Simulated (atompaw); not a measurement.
## Plane-wave convergence, PAW (atompaw) potential for titanium (Ti)

```
Element                 : titanium
Generator               : atompaw 4.2.0.5
Type                    : PAW
Functional              : LDA (PW92)
Relativity              : scalar-relativistic
Frozen core             : [Ne]
Valence charge          : 12
Reference configuration : 3s2 3p6 3d2.5 4s1.5 4p0
Partial waves           : 3s (bound); 4s (bound); 3p (bound); 4p (bound, empty); 3d (bound); 3d channel at 0.45 Ry
Local potential         : troulliermartins scheme with l = 3 at 0 Ry, radius 1.85 bohr
Core correction         : smooth core density matched at 1.70 bohr
Augmentation charge     : besselshape compensation charge, radius 1.75 bohr; PAW radius 2.35 bohr; waves and projectors: bloechl
```

The pseudo-atom Hamiltonian at the reference potential is diagonalised in spherical Bessel functions j_l(qr) that vanish at 20 bohr, with q² up to the cutoff. All-electron valence levels (Ry): 3s -4.4369, 4s -0.3073, 3p -2.7175, 4p -0.0977, 3d -0.2262.

How do the lowest levels (Ry) of each channel move with the cutoff, and are there ghosts?

```json
{"cutoff (Ry)": "8", "s #1": "-3.8062", "s #2": "-0.2754", "p #1": "-1.7642", "p #2": "-0.0523", "p #3": "0.0606", "d #1": "0.0264", "d #2": "0.0903", "f #1": "0.1043", "f #2": "0.2219", "Σ f·Δε (mRy)": "7660.5"}
{"cutoff (Ry)": "12", "s #1": "-4.2616", "s #2": "-0.2971", "p #1": "-2.2537", "p #2": "-0.0724", "p #3": "0.0534", "d #1": "-0.0181", "d #2": "0.0668", "f #1": "0.1043", "f #2": "0.2219", "Σ f·Δε (mRy)": "3669.2"}
{"cutoff (Ry)": "21", "s #1": "-4.4301", "s #2": "-0.3063", "p #1": "-2.6480", "p #2": "-0.0923", "p #3": "0.0477", "d #1": "-0.1666", "d #2": "0.0536", "f #1": "0.1043", "f #2": "0.2219", "Σ f·Δε (mRy)": "581.3"}
{"cutoff (Ry)": "30", "s #1": "-4.4344", "s #2": "-0.3071", "p #1": "-2.7125", "p #2": "-0.0970", "p #3": "0.0465", "d #1": "-0.2132", "d #2": "0.0520", "f #1": "0.1043", "f #2": "0.2219", "Σ f·Δε (mRy)": "67.9"}
{"cutoff (Ry)": "40", "s #1": "-4.4355", "s #2": "-0.3072", "p #1": "-2.7172", "p #2": "-0.0977", "p #3": "0.0463", "d #1": "-0.2253", "d #2": "0.0517", "f #1": "0.1043", "f #2": "0.2219", "Σ f·Δε (mRy)": "7.3"}
{"cutoff (Ry)": "50", "s #1": "-4.4366", "s #2": "-0.3073", "p #1": "-2.7173", "p #2": "-0.0977", "p #3": "0.0463", "d #1": "-0.2261", "d #2": "0.0517", "f #1": "0.1043", "f #2": "0.2219", "Σ f·Δε (mRy)": "2.5"}
{"cutoff (Ry)": "70", "s #1": "-4.4369", "s #2": "-0.3073", "p #1": "-2.7175", "p #2": "-0.0977", "p #3": "0.0463", "d #1": "-0.2262", "d #2": "0.0517", "f #1": "0.1043", "f #2": "0.2219", "Σ f·Δε (mRy)": "0.3"}
{"cutoff (Ry)": "90", "s #1": "-4.4369", "s #2": "-0.3073", "p #1": "-2.7175", "p #2": "-0.0977", "p #3": "0.0463", "d #1": "-0.2262", "d #2": "0.0517", "f #1": "0.1043", "f #2": "0.2219", "Σ f·Δε (mRy)": "0.1"}
{"cutoff (Ry)": "400", "s #1": "-4.4369", "s #2": "-0.3073", "p #1": "-2.7175", "p #2": "-0.0977", "p #3": "0.0463", "d #1": "-0.2262", "d #2": "0.0517", "f #1": "0.1043", "f #2": "0.2219", "Σ f·Δε (mRy)": "0.0"}
```

Result: no extra level below or beside the all-electron valence levels (s, p, d, f tested); 10 mRy is reached at 40 Ry and 1 mRy at 70 Ry.
